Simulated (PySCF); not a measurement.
Cl₃GeH, SMILES [Cl][GeH]([Cl])[Cl] (connectivity only; charge and spin as stated), charge -1, multiplicity 2.

The structure is a stationary point at B3LYP-D3(BJ)/def2-SVPD. The multiplicity is an assumed one; no other spin state was optimised. The isomer is the one that the SMILES or the coordinates give; other isomers of the formula were not compared.

Two levels are set side by side: PBE/def2-SVPD (PySCF) and ωB97X/def2-SVPD (PySCF). Same geometry, gas phase. Differences are taken from unrounded values.

| quantity | PBE |
|---|---|
| α-spin orbital gap (eV) | 3.49 |
| β-spin orbital gap (eV) | 2.93 |
| mean polarisability (bohr³) | 109.2 |

Task: These are the PBE values. What does ωB97X give? (The exact figures need the calculation; the answer reports its results.)

Result: 
```
quantity                     ωB97X  PBE minus ωB97X
---------------------------  -----  ---------------
α-spin orbital gap (eV)       8.94            -5.45
β-spin orbital gap (eV)       9.18            -6.25
mean polarisability (bohr³)  100.1              9.1
```

PBE's more diffuse valence density responds more strongly to a field. Differences between two approximate levels are no errors against the true value.

Rough cost on one machine, each run with all the roots and properties that it gave: ωB97X against PBE within a factor of 2.
